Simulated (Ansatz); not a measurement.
A structure relaxed at PBE-D4/def2-SVPD in Ansatz, charge -1, doublet:

```
atom   x (Å)   y (Å)   z (Å)
 Si1   0.523   0.203   1.553
 Si2  -0.855   1.126  -0.534
 Si3  -0.773  -1.274  -0.249
 Si4   1.158  -1.976   0.881
 Si5  -2.646  -0.236  -1.221
 Si6   1.014   2.201   0.383
 Ge7   1.578  -0.043  -0.813
```

Problem. Give its formula and point group.

Solution. Si6Ge⁻. Point group Cs (tolerance 0.1 Å).

Problem. Summarise the bond lengths by kind (pairs closer than 1.2 times the sum of covalent radii, bridged metal pairs left out).

Solution. 7 × Si–Si 2.34 to 2.42 Å; 5 × Ge–Si 2.60 to 2.71 Å.

The relaxation made no stability test and no search for a lower SCF solution. Another isomer (doublet) lies 0.24 eV lower at PBE0-D4/def2-TZVPD; other spin states weren't run for this one.
